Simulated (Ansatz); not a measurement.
Pulling on the Si1–N2 bond in SiN (multiplicity 2 held). Energies count from the point at 1.567 Å.


Signs of static correlation in cc-pV(D+d)Z, from Ansatz (a quantum-chemistry and plane-wave program) runs.

```
R (Å)  T1 of restricted CCSD  ⟨S²⟩ of UHF  largest double amplitude of restricted CCSD
-----  ---------------------  -----------  -------------------------------------------
1.254                  0.018        0.786                                        0.063
1.411                  0.021        0.863                                        0.082
1.567                  0.027        1.042                                        0.108
1.724                  0.036        1.351                                        0.141
1.881                  0.049          [?]                                          [?]
2.116                  0.080        1.779                                        0.247
2.351                  0.154        2.700                                        0.245
2.743                  0.272        2.753                                        0.200
3.135                  0.362        2.762                                        0.161
3.605                  0.424        2.765                                        0.115
4.232                  0.459        2.766                                        0.126
5.016                  0.474        2.765                                        0.129
6.270                  0.480        2.766                                        0.129
```

Question: What belongs in the gaps?

Answer: 
- 1.881, ⟨S²⟩ of UHF: 1.548
- 1.881, largest double amplitude of restricted CCSD: 0.183

Doubts at one or more of the structures used: the program's own flag: lower state (RO-CCSD(T)/cc-pV(D+d)Z); a restricted determinant that unrestricted orbitals would lower (RO-CCSD(T)/cc-pV(D+d)Z); other coupled-cluster roots lie near (RO-CCSD(T)/cc-pV(D+d)Z); T1 above 0.05 (RO-CCSD(T)/cc-pV(D+d)Z, U-CCSD(T)/cc-pV(D+d)Z); a spin-contaminated determinant (U-CCSD(T)/cc-pV(D+d)Z); the program's own flag: large difference (U-CCSD(T)/cc-pV(D+d)Z).
